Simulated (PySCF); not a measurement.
BrFHInO, SMILES [OH][In]([F])[Br]. Atoms are numbered in the order given.

```xyz
5

In     0.0034    -0.6553     0.0000
F      1.7394    -1.5696     0.0000
Br    -0.0394     1.8084     0.0000
O     -1.6321    -1.7911     0.0000
H     -1.3884    -2.7299     0.0000
```
Charge 0, spin multiplicity 1.

Geometry optimised at B3LYP-D3(BJ)/def2-SVP. The structure was generated by enumeration; whether it is a known compound was not checked. The def2 effective core potentials stand for the cores of In; spin–orbit coupling is left out. The values are those of a single conformer.

Method: r2SCAN/def2-TZVP in PySCF.

Atomic charges (e):

| atom | Mulliken | Löwdin |
|---|---|---|
| In1 | 1.05 | 0.23 |
| F2 | -0.46 | (withheld) |
| Br3 | -0.30 | (withheld) |
| O4 | -0.61 | (withheld) |
| H5 | 0.32 | 0.17 |

**Question.** What belongs in the gaps? (Estimate from the structure and the level; the computed values follow.)

**Answer.** 
- F2, Löwdin: -0.25
- Br3, Löwdin: 0.14
- O4, Löwdin: -0.29
